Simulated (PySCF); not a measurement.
BHandHLYP on Ca⁻ (calcium, charge -1), [Ar] 3d1 4s2, 2D determinant. Calculation: PySCF 2.14, in x2c-TZVPPall with one added diffuse shell each of s, p, d type (7s6p4d, 45 functions); the spin-free X2C one-electron Hamiltonian (Gaussian nucleus).

```
cycle= 1 E= -680.417021324178  delta_E= -0.00334  |g|= 0.0152  |ddm|= 0.277
cycle= 2 E= -680.417267043697  delta_E= -0.000246  |g|= 0.00593  |ddm|= 0.0629
cycle= 3 E= -680.417333711012  delta_E= -6.67e-05  |g|= 0.00198  |ddm|= 0.0243
cycle= 4 E= -680.417380842645  delta_E= -4.71e-05  |g|= 0.000869  |ddm|= 0.0358
cycle= 5 E= -680.41739117114  delta_E= -1.03e-05  |g|= 0.000127  |ddm|= 0.0249
cycle= 6 E= -680.417391316143  delta_E= -1.45e-07  |g|= 4.51e-05  |ddm|= 0.00196
cycle= 7 E= -680.417391335781  delta_E= -1.96e-08  |g|= 1.37e-05  |ddm|= 0.000611
cycle= 8 E= -680.417391337425  delta_E= -1.64e-09  |g|= 7.69e-06  |ddm|= 0.000158
cycle= 9 E= -680.417391337641  delta_E= -2.17e-10  |g|= 7.74e-07  |ddm|= 0.0001
converged SCF energy = -680.417391337641  <S^2> = 0.75045901  2S+1 = 2.000459
```

Highest occupied orbital energy: 1.526 eV; ⟨L²⟩ = 6.00; populations by l: s 8.00, p 12.00, d 1.00.

(1) Can this result be used?

## Answers

(1) With care. The calculation finished and met its thresholds. The configuration of this anion was assumed by filling the next shell in order. It is not the known or likely ground configuration (Ca⁻, Sr⁻ and Ba⁻, for instance, bind a p electron), so these values are not the electron affinity of the element. At BHandHLYP the highest occupied level has a positive energy, so only the finite basis holds that electron.
